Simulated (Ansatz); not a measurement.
Ansatz (a quantum-chemistry and plane-wave program) input (wB97M-V/def2-TZVPD):

Ansatz 0.2 input:
```yaml
crystal:
  periodic: [false, false, false]
  atoms:
    - {symbol: C, position_ang: [2.04614464, -0.57082763, -0.24459826]}
    - {symbol: C, position_ang: [0.96850092, 0.32233162, 0.31524023]}
    - {symbol: B, position_ang: [-0.47390794, 0.16273061, 0.11045107]}
    - {symbol: N, position_ang: [-1.08921289, -0.85751139, -0.79798645]}
    - {symbol: N, position_ang: [-1.51305456, 0.96543710, 0.84552909]}
    - {symbol: H, position_ang: [1.60938961, -1.40688671, -0.80759680]}
    - {symbol: H, position_ang: [2.75160405, -0.07679888, -0.94453859]}
    - {symbol: H, position_ang: [2.69451858, -1.04499342, 0.51920347]}
    - {symbol: H, position_ang: [1.33786007, 1.11579123, 0.97194238]}
    - {symbol: H, position_ang: [-2.04842613, -0.68640734, -1.06800461]}
    - {symbol: H, position_ang: [-0.54545419, -1.07473410, -1.62027689]}
    - {symbol: H, position_ang: [-2.20746183, 1.39375054, 0.24085827]}
    - {symbol: H, position_ang: [-1.09449163, 1.70212153, 1.39950699]}
basis:
  gaussian:
    orbitals: def2-TZVPD
hamiltonian:
  xc: {name: wB97M-V}
total_charge: -1
output: {forces: true}
```

Output:

```
Functional definition: wB97M-V
integrals: 0.23 GiB planned
1279 factors; their error is unknown
integrals: 0.27 GiB planned
519 factors; integrals over basis functions are off by at most 4.4e-6 eV
0.48 GiB of the device are held for the grids
1.63 GiB of device memory are held for the factors and their scratch space
mean field: 1.66 GiB planned
mean field evaluation 1: about -5855.2050 eV, gradient 5.4e1 eV
mean field evaluation 2: about -5856.3623 eV, gradient 5.0e1 eV
mean field evaluation 4: about -5861.7314 eV, gradient 1.1e0 eV
mean field evaluation 8: about -5861.7422 eV, gradient 5.1e-2 eV
mean field evaluation 16: about -5861.7222 eV, gradient 7.8e-3 eV
mean field -5861.72217385 eV, -215.4143166709 hartree, gradient 5.5e-5 eV, S^2 0.000000; 0 other end points of the search recorded, 0 dependent functions left out
the calculation of the forces begins
reference -5861.72224211 eV, -215.4143191794 hartree; 20, 20 occupied and 237, 237 virtual orbitals, 1279 factors
Total energy: -5861.72224211 eV, -215.4143191794 hartree
Atom 0 at     2.046145    -0.570828    -0.244598 Å, force     0.176310    -0.082328    -0.074784 eV/Å
Atom 1 at     0.968501     0.322332     0.315240 Å, force    -0.033397     0.065849     0.041757 eV/Å
Atom 2 at    -0.473908     0.162731     0.110451 Å, force     0.035653    -0.022536     0.003278 eV/Å
Atom 3 at    -1.089213    -0.857511    -0.797986 Å, force    -0.002121     0.045704    -0.048396 eV/Å
Atom 4 at    -1.513055     0.965437     0.845529 Å, force    -0.063585     0.075096    -0.034435 eV/Å
Atom 5 at     1.609390    -1.406887    -0.807597 Å, force     0.007765     0.009200     0.008030 eV/Å
Atom 6 at     2.751604    -0.076799    -0.944539 Å, force    -0.090194    -0.031796     0.060173 eV/Å
Atom 7 at     2.694519    -1.044993     0.519203 Å, force    -0.083602     0.045961    -0.043028 eV/Å
Atom 8 at     1.337860     1.115791     0.971942 Å, force    -0.007410    -0.000485     0.012945 eV/Å
Atom 9 at    -2.048426    -0.686407    -1.068005 Å, force     0.021605    -0.016619     0.028134 eV/Å
Atom 10 at    -0.545454    -1.074734    -1.620277 Å, force    -0.007287    -0.015440     0.017389 eV/Å
Atom 11 at    -2.207462     1.393751     0.240858 Å, force     0.052331    -0.045375     0.047081 eV/Å
Atom 12 at    -1.094492     1.702122     1.399507 Å, force    -0.006067    -0.027230    -0.018145 eV/Å
Dipole moment:    -0.266822     0.131264    -0.408959 e Å
```

It need not be the lowest isomer of its formula. Whether it binds its extra electron was not tested at this geometry.
